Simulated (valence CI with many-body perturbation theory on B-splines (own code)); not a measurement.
Values are calculated unless marked as measured or tabulated.
# Tl⁶⁸⁺: magnetic and hyperfine properties of the levels

Level of theory: valence CI with perturbative core correlation (CI+MBPT): three valence electrons over a frozen Dirac-Fock core [Ne], radial functions for each j: 11 s, 11 p, 9 d, 7 f, 5 g, 2 h, 1 i, with the one-electron correlation potential Σ1, the two-electron term Σ2, the three-electron term Σ3, Breit, model QED; selected CI, second order for the rest (own B-spline code, finite nucleus).

No measured spectrum was set against this ion. As an estimate, large intervals hold to a few tenths of a per cent, small ones and those within an open d or f shell to about a per cent.

A/g_I is the dipole constant over the nuclear g factor μ/I (μ in nuclear magnetons, uniformly magnetised nucleus), B/Q the quadrupole constant per barn. Both hold the static response of the core; the bare values leave it out. Large factors of s and p1/2 electrons are usually good to 5 to 10 %; those of open d and f shells near neutrality can be off by tens of per cent, and small factors of p3/2, d and f electrons come from cancelling terms and can be off by a factor of two or in sign, in half-filled shells by more. B is blank for J = 1/2, where it vanishes, and for nearly pure S terms. Energies count from the lowest level.

Levels are named by their leading jj configuration (3d3/2^4 stands for four electrons in 3d with j = 3/2), which in mixed levels can hold well under half, so a name can repeat and another be missing. Letters in brackets count levels of one name in rising energy.

```csv
Level,E (eV),g,A/g_I (MHz),A/g_I bare,B/Q (MHz/b),B/Q bare
(3s^2 3p1/2) J=1/2,0.0,0.642,3070000,3020000,,
(3s 3p1/2^2) J=1/2,194.7,2.069,9060000,8890000,,
(3s^2 3p3/2) J=3/2,561.7,1.317,305000,303000,616000,608000
(3s 3p1/2 3p3/2) J=3/2 [a],721.5,1.615,1970000,1940000,501000,495000
(3s 3p1/2 3p3/2) J=5/2,742.2,1.327,2580000,2540000,527000,521000
(3s 3p1/2 3p3/2) J=3/2 [b],764.4,0.969,273000,274000,271000,269000
(3s 3p1/2 3p3/2) J=1/2,776.7,1.276,-3500000,-3420000,,
(3s^2 3d3/2) J=3/2,825.5,0.829,49000,55200,152000,153000
(3s^2 3d5/2) J=5/2,939.0,1.189,98700,102000,124000,127000
(3s 3p1/2 3d3/2) J=3/2 [a],952.3,0.886,-198000,-188000,300000,299000
(3s 3p1/2 3d3/2) J=3/2 [b],967.0,0.894,4980,10600,332000,330000
(3s 3p1/2 3d3/2) J=5/2,978.3,1.011,2500000,2460000,62800,66100
(3s 3p1/2 3d3/2) J=1/2,1008.6,0.405,-3770000,-3690000,,
(3s 3p1/2 3d3/2) J=3/2 [c],1018.1,1.269,2220000,2180000,127000,127000
(3s 3p1/2 3d5/2) J=5/2 [a],1103.0,1.346,851000,841000,119000,121000
(3s 3p1/2 3d5/2) J=7/2,1119.8,1.230,1780000,1750000,51600,55200
(3s 3p1/2 3d5/2) J=5/2 [b],1131.0,1.032,-19500,-13000,127000,129000
(3s 3p1/2 3d5/2) J=3/2,1135.7,1.110,-2180000,-2130000,68500,70200
(3p1/2^2 3d3/2) J=3/2,1194.4,0.774,167000,168000,107000,110000
(3s 3p3/2^2) J=5/2,1295.8,1.433,2060000,2030000,97600,96300
(3p1/2^2 3d5/2) J=5/2,1336.8,1.187,56000,63300,98400,101000
(3s 3p3/2^2) J=1/2,1338.1,1.935,9130000,8950000,,
(3s 3p3/2^2) J=3/2,1346.0,1.187,-1460000,-1420000,-74300,-73400
(3p1/2 3p3/2^2) J=5/2,1507.4,1.178,1250000,1230000,39800,39500
(3p1/2 3p3/2^2) J=3/2,1514.2,1.424,13200,23800,2300,2150
(3p1/2 3p3/2^2) J=1/2,1533.1,0.900,4570000,4480000,,
(3s 3p3/2 3d3/2) J=3/2 [a],1540.3,1.268,832000,823000,8260,5950
(3s 3p3/2 3d3/2) J=1/2 [a],1542.6,1.938,2530000,2490000,,
(3s 3p3/2 3d3/2) J=5/2 [a],1546.9,1.194,765000,758000,282000,278000
(3s 3p3/2 3d3/2) J=7/2,1548.3,1.212,1480000,1460000,683000,678000
(3s 3p3/2 3d3/2) J=3/2 [b],1581.0,0.987,470000,467000,-316000,-311000
(3s 3p3/2 3d3/2) J=5/2 [b],1593.9,0.968,-265000,-253000,342000,342000
(3s 3p3/2 3d3/2) J=1/2 [b],1601.1,0.611,2060000,2030000,,
(3s 3p3/2 3d5/2) J=9/2,1641.8,1.317,1150000,1130000,749000,744000
(3s 3p3/2 3d5/2) J=5/2 [a],1666.9,1.339,1740000,1710000,-331000,-327000
(3s 3p3/2 3d5/2) J=7/2 [a],1675.9,1.251,729000,720000,366000,365000
(3s 3p3/2 3d5/2) J=3/2 [a],1680.4,1.138,-847000,-823000,-345000,-341000
(3s 3p3/2 3d5/2) J=7/2 [b],1698.4,1.193,-137000,-128000,363000,362000
(3s 3p3/2 3d5/2) J=1/2,1707.8,0.725,-2890000,-2830000,,
(3s 3p3/2 3d5/2) J=3/2 [b],1720.5,1.296,2130000,2090000,189000,189000
```

Question: Take the isotope of mass number 205, with I = 1/2, μ = 1.632 μN. What is the hyperfine structure of (3s 3p1/2^2) J=1/2?

Answer: From the table A = 2.96e+07 MHz. Shifts from the centre of gravity in MHz: F = 0: -2.22e+07, F = 1: 7400000.
